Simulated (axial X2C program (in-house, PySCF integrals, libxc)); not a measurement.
## Density and ELF of NaTl⁺

Computed with an in-house all-electron X2C program for linear molecules (integrals from PySCF). Two-component (2c) means X2C with spin–orbit coupling and atomic mean-field two-electron Coulomb and Gaunt terms. Basis: Tl dyall-cv3z [12s14p10d7f1g], Na dyall-cv3z [9s8p5d2f] (cores contracted in-house); Gaussian nuclei, density fitting, unrestricted open shells. Masses: Tl 204.974 u, Na 22.990 u.

PBE0, 2c, state Ω = 1/2 (⟨Sz⟩ = 0.37, ⟨Lz⟩ = 0.13 at PBE0); Tl at z = 0, Na at z = 3.537 Å.

The maps cover the half plane through the axis: z from -2.4 to 5.4 Å along the bond, ρ from 0.15 to 2.25 Å away from it.

log10 of the density in e/bohr³:

```
 ρ\z  -2.4  -1.8  -1.2  -0.6   0.0   0.6   1.2   1.8   2.4   3.0   3.6   4.2   4.8   5.4
0.15  -3.0  -2.2  -1.3   0.0   1.9   0.0  -1.3  -1.9  -2.0  -0.5   0.7  -0.9  -2.7  -3.8
0.45  -3.1  -2.3  -1.5  -0.4   0.4  -0.4  -1.4  -2.0  -2.1  -1.0  -0.1  -1.3  -2.9  -3.9
0.75  -3.2  -2.4  -1.7  -0.9  -0.4  -0.9  -1.6  -2.1  -2.3  -1.7  -1.1  -1.9  -3.1  -4.0
1.05  -3.4  -2.7  -2.0  -1.4  -1.1  -1.4  -1.9  -2.3  -2.4  -2.3  -2.1  -2.6  -3.4  -4.1
1.35  -3.6  -2.9  -2.3  -1.8  -1.6  -1.8  -2.2  -2.5  -2.6  -2.7  -2.8  -3.1  -3.7  -4.2
1.65  -3.8  -3.2  -2.7  -2.3  -2.2  -2.3  -2.6  -2.8  -2.9  -3.0  -3.2  -3.5  -3.9  -4.4
1.95  -4.1  -3.5  -3.1  -2.8  -2.7  -2.8  -2.9  -3.0  -3.1  -3.2  -3.4  -3.8  -4.1  -4.6
2.25  -4.3  -3.8  -3.5  -3.2  -3.1  -3.2  -3.3  -3.3  -3.4  -3.5  -3.7  -4.0  -4.4  -4.8
```

Electron localisation function (collinear form, no current term, damped to 0 at low density):

```
 ρ\z  -2.4  -1.8  -1.2  -0.6   0.0   0.6   1.2   1.8   2.4   3.0   3.6   4.2   4.8   5.4
0.15  0.61  0.72  0.44  0.64  0.39  0.64  0.39  0.82  0.07  0.79  0.22  0.69  0.03  0.01
0.45  0.56  0.71  0.45  0.53  0.50  0.53  0.40  0.82  0.09  0.60  0.85  0.50  0.02  0.01
0.75  0.44  0.69  0.47  0.40  0.54  0.39  0.42  0.82  0.18  0.16  0.56  0.17  0.01  0.01
1.05  0.26  0.62  0.48  0.36  0.37  0.35  0.43  0.80  0.40  0.03  0.08  0.03  0.01  0.00
1.35  0.10  0.48  0.46  0.35  0.33  0.31  0.38  0.76  0.67  0.08  0.02  0.01  0.01  0.00
1.65  0.02  0.26  0.36  0.31  0.28  0.24  0.28  0.67  0.80  0.26  0.06  0.03  0.01  0.00
1.95  0.00  0.08  0.18  0.19  0.17  0.12  0.16  0.49  0.70  0.42  0.13  0.03  0.00  0.00
2.25  0.00  0.01  0.05  0.06  0.05  0.04  0.07  0.22  0.33  0.21  0.06  0.01  0.00  0.00
```

Axial spin density in 10⁻³ e/bohr³:

```
 ρ\z  -2.4  -1.8  -1.2  -0.6   0.0   0.6  1.2  1.8  2.4  3.0   3.6  4.2  4.8  5.4
0.15   0.7   3.3  10.6  -2.0  -9.4  -1.6  7.2  7.8  5.2  0.0  -1.2  0.3  0.4  0.1
0.45   0.6   2.7   8.5   2.6  -2.2  -1.9  6.3  6.8  4.8  0.8   0.0  0.5  0.4  0.1
0.75   0.5   1.9   5.6   4.2  -0.7  -0.7  4.6  5.2  4.0  1.7   0.5  0.6  0.3  0.1
1.05   0.3   1.2   3.0   2.4  -1.5  -0.5  2.8  3.5  3.0  1.8   0.9  0.5  0.2  0.1
1.35   0.2   0.7   1.4   0.9  -1.1  -0.5  1.5  2.1  2.0  1.4   0.8  0.4  0.2  0.1
1.65   0.1   0.3   0.6   0.2  -0.6  -0.3  0.7  1.2  1.2  0.9   0.6  0.3  0.1  0.0
1.95   0.1   0.2   0.2   0.0  -0.3  -0.1  0.4  0.6  0.7  0.5   0.3  0.2  0.1  0.0
2.25   0.0   0.1   0.1   0.0  -0.1  -0.1  0.2  0.3  0.3  0.3   0.2  0.1  0.0  0.0
```

Occupations by symmetry block were frozen at the best pattern of an incomplete PBE0 search. Density functionals use the spin component along the axis (collinear).
